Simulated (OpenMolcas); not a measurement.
# Mn2+, Tc2+, Re2+: d⁵ down the group

| Item | Value |
| --- | --- |
| Program | OpenMolcas |
| Method | SS-CASPT2, IPEA 0.25 Eh, imaginary shift 0.1 Eh |
| Basis | ANO-RCC-VQZP |
| Scalar Hamiltonian | DKH2, point nucleus |
| Spin-orbit coupling | RASSI with atomic mean-field integrals over the reference wave functions, term energies averaged over their components |

Active space for each ion: 5 electrons in 5 orbitals (d); closed shells correlated by CASPT2: Mn2+ 3s 3p; Tc2+ 4s 4p; Re2+ 5s 5p.

Computed levels in cm-1 above ⁶S_5/2:

```
                               Level   Mn2+   Tc2+   Re2+
                              ⁴G_7/2  27290  20210  18370
                             ⁴G_11/2  27290  20260  19240
                              ⁴G_9/2  27300  20300  19750
                              ⁴P_1/2  30070  23000  20870
                              ⁴D_7/2  32910  23950  22790
                              ⁴D_1/2  32950  24530  25590
                             ²I_11/2  39820  29770  28010
                             ²I_13/2  39860  30100  30340
                           ²F_7/2(1)  43840  34210  37690
weight of ⁶S in the lowest level (%)    100     99     90
```

Mixed levels, with the weight of the term that names them: Tc2+ ⁴P_1/2 (75 %), Tc2+ ⁴D_1/2 (75 %), Re2+ ⁴G_7/2 (70 %), Re2+ ⁴P_1/2 (59 %), Re2+ ⁴D_7/2 (73 %), Re2+ ⁴D_1/2 (62 %), Re2+ ²F_7/2(1) (52 %).

Measured, with the error of the calculation in %. Measured levels: Mn2+ from Corliss and Sugar, J. Phys. Chem. Ref. Data 6, 1253 (1977); Re2+ from the list in Brasseur, Gamrath and Quinet, At. Data Nucl. Data Tables 157, 101636 (2024).

```csv
Level,Mn2+,Re2+
⁴G_7/2,26860 (+1.6),16890 (+8.7)
⁴G_11/2,26824 (+1.7),18020 (+6.8)
⁴G_9/2,,18346 (+7.6)
⁴D_7/2,32307 (+1.9),20453 (+11.4)
⁴D_1/2,32369 (+1.8),
²I_11/2,39174 (+1.6),26170 (+7.0)
²I_13/2,39176 (+1.7),28588 (+6.1)
²F_7/2(1),42606 (+2.9),
```

Without spin-orbit coupling ⁴G lies 27290, 20240, 18930 cm-1 above ⁶S in that order; the difference to the level ⁴G_7/2, of either sign, comes from spin-orbit coupling, which also lowers the zero.

Term energies are means over components that CASPT2 splits; among the terms shown or strongly mixed into the levels shown the widest spread is 360 cm-1 (4d⁵ ⁴F, Tc2+). Levels of configurations with an s electron are missing; early in the row they begin among the upper levels of the d shell and mix with terms of their name (holds for Tc2+). Configurations with an s electron lie low in 5d ions of this charge, fall among these levels and mix in, so low-spin terms can stand far too high, up to twice their true height, and weights are not those of the real levels (holds for Re2+). Measured partners are found by configuration, term and J. A level has none where our copy of the source lacks it or the pairing is in doubt (some pairs that miss far off the trend of their configuration count as doubtful), and it then counts in no deviation. Only configurations of the active space appear.

A number in round brackets counts repeated terms of one configuration in the order of the reference energies.
